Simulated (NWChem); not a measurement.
System: C$_{2}$H$_{4}$BFN$_{2}$; SMILES N#CCB(N)F

Input file for NWChem:

```
start job
memory heap 200 mb stack 900 mb global 1100 mb
geometry units angstroms noautosym nocenter noautoz
  N      0.320955     2.606315     0.000000
  C     -0.309970     1.617960     0.000000
  C     -0.995521     0.336615     0.000000
  B      0.015212    -0.906451     0.000000
  N      1.402566    -0.749885     0.000000
  F     -0.530475    -2.141958     0.000000
  H     -1.661218     0.259438    -0.887280
  H     -1.661218     0.259438     0.887280
  H      1.845873     0.169923     0.000000
  H      2.048579    -1.539266     0.000000
end
basis spherical
  N library def2-svp
  C library def2-svp
  B library def2-svp
  F library def2-svp
  H library def2-svp
end
dft
  xc b3lyp
  iterations 150
  mulliken
end
task dft energy
esp
  recalculate
  probe 0.07
  range 0.3
  factor 1.0
  spacing 0.02
end
task esp
```

Structure relaxed at the PBE-D3(BJ)/def2-SVP level.

Atomic charges in e: unrestrained fits to the electrostatic potential beside Mulliken populations; buried atoms are poorly determined by the fit.

Atoms are numbered as in the input.

Task: Give the results of this calculation. (B3LYP/def2-SVP.) Quantities: ESP N1; Mulliken N1; ESP C2; Mulliken C2; ESP C3; Mulliken C3; ESP B4; Mulliken B4; ESP N5; Mulliken N5; relative RMS misfit of the potential (%).

Result: 
```json
{
  "ESP N1": "-0.47",
  "Mulliken N1": "0.02",
  "ESP C2": "0.35",
  "Mulliken C2": "-0.28",
  "ESP C3": "-0.30",
  "Mulliken C3": "0.02",
  "ESP B4": "0.66",
  "Mulliken B4": "0.03",
  "ESP N5": "-0.87",
  "Mulliken N5": "-0.08",
  "relative RMS misfit of the potential (%)": "18"
}
```
